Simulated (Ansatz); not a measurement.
```xyz
10

C    -1.316    0.595    0.990
Al    0.497    0.228    0.425
F     1.773    0.701    1.369
C     1.015   -0.711   -1.235
F    -0.136   -1.069   -1.953
H    -1.400    1.573    1.471
H    -2.012    0.556    0.148
H    -1.648   -0.150    1.721
H     1.587   -1.627   -1.043
H     1.640   -0.096   -1.893
```

Charge 0, multiplicity 1.

(1) List the PBE0/def2-TZVPP orbital energies in eV (Ansatz). (Best estimate.)

Results:

(1) Ansatz gave: Occupied: -1527.90, -673.47, -672.82, -279.65, -277.72, -113.79, -73.93, -73.75, -73.67, -33.06, -31.80, -19.35, -19.05, -13.61, -13.40, -13.14, -12.42, -11.52, -11.47, -11.24, -11.18, -9.78, -9.46, -7.85. Lowest empty: -0.58, -0.11, 0.77, 1.59, 2.64, 2.97, 3.03, 3.28.
